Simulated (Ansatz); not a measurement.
`F[Si]1(S)C[SiH2]1`. Total charge 0; spin multiplicity 1. Geometry: relaxed with PBE0-D4/def2-TZVP. It is one conformer, not always the lowest.

```xyz
10

F    -0.309   -1.947   -1.308
Si    0.335   -0.807   -0.393
S     2.433   -0.704   -0.598
C    -0.619    0.791   -0.340
Si   -0.655    0.021    1.430
H     2.400   -0.190   -1.842
H    -1.594    0.800   -0.828
H    -0.091    1.731   -0.486
H    -1.997   -0.423    1.875
H     0.097    0.730    2.491
```

Problem. What is the dipole moment at B3LYP/def2-TZVPP? (Estimate.)

Solution. Computed: 1.55 D, with components (-0.21, 1.53, 0.00) D in this frame, pointing from negative to positive charge.

Problem. And with PBE, r2SCAN, ωB97M-V? (Best estimate.)

Solution. Computed: PBE 1.57 D, r2SCAN 1.61 D, ωB97M-V 1.50 D.

Problem. Give the Mulliken charges with B3LYP, ωB97M-V, PBE in def2-TZVPP. (Best estimate.)

Solution. Computed: 
```csv
atom,B3LYP,ωB97M-V,PBE
F1,-0.31,-0.29,-0.26
Si2,0.53,0.47,0.44
S3,-0.24,-0.21,-0.22
C4,-0.37,-0.42,-0.30
Si5,0.14,0.08,0.08
H6,0.11,0.12,0.12
H7,0.12,0.13,0.11
H8,0.11,0.13,0.11
H9,-0.05,0.00,-0.04
H10,-0.05,-0.01,-0.04
```

B3LYP here is the variant with VWN-RPA as its local correlation; programs differ in this.
